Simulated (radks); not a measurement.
Polarisability of neutral neodymium, [Xe] 4f4 6s2, at imaginary frequency. All-electron calculation, non-relativistic Kohn-Sham, LDA (Slater exchange, Perdew-Wang correlation), spin-polarised, spherical densities, point nucleus; open shells are filled with parallel spins first (spin-orbit coupling, left out, can overturn this in heavy ions); relativity is left out, which matters for an element this heavy. Program: a radial shooting solver on a logarithmic mesh with Libxc functionals. Response by self-consistent Sternheimer equations with the Hartree and adiabatic LDA kernel.

w (hartree)  alpha1(iw) (bohr^3)
0.00266                    226.7
0.0143                     222.1
0.0360                     199.6
0.0697                     151.4
0.118                      95.90
0.186                      55.22
0.280                      31.68
0.413                      19.01
0.605                      11.91
0.892                      7.465
1.35                       4.425
2.12                       2.369
3.59                       1.103
6.94                      0.4067
17.5                     0.09000

Static values: alpha1 = 226.9 bohr^3 (33.62 angstrom^3; uncoupled 445.4). C6 = 4003, triple-dipole C9 = 656300 atomic units. One-pole (London) frequency 4 C6 / (3 alpha1^2) = 0.104 hartree, against 0.123 for minus the highest occupied eigenvalue. The dipole shielding factor is 0.999, as the force sum rule N/Z = 1.000 demands. Recommended static value: 208 bohr^3 (Schwerdtfeger and Nagle, 2023 table).
